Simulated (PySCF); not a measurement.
Spinor energies of Te(51+) (tellurium, charge +51)

Start: 1s1; 1s1/2 filled at m_j = +1/2. Calculated with PySCF 2.14 in an even-tempered Gaussian basis (15 s from 120 bohr⁻², ratio 2.4; 10 p from 160 bohr⁻², ratio 2.4; 3 d from 490 bohr⁻², ratio 2.6; 3 f from 730 bohr⁻², ratio 2.6): generalised Hartree-Fock with the X2C-1e Hamiltonian and a Gaussian nucleus; one run each with spin-orbit coupling (SO) switched off, then screened by Boettger's factors, then bare.

```csv
spinor shell,electrons,"ε, spin-free (eV)","ε, screened SO (eV)","ε, bare SO (eV)",weight of nominal j (screened SO),"rms radius, screened SO (bohr)"
1s1/2,1,-38216.4,-38216.4,-38216.4,1.000,0.0313
```

```
   quantity    spin-free  screened SO      bare SO
E (hartree)  -1404.42756  -1404.42756  -1404.42756
        M_J          1/2          1/2          1/2
       ⟨J²⟩        0.750        0.750        0.750
       ⟨L²⟩        0.000        0.000        0.000
       ⟨S²⟩        0.750        0.750        0.750
```

Breit and QED terms are absent; they matter most for the inner s and p1/2 levels.

Densities and radii are taken from the X2C orbitals without a picture-change correction, which distorts them close to the nucleus.

Without spin-orbit coupling the j labels of p, d and f shells carry no meaning; the spin-free column gives the mean over the occupied spinors of each nl shell.
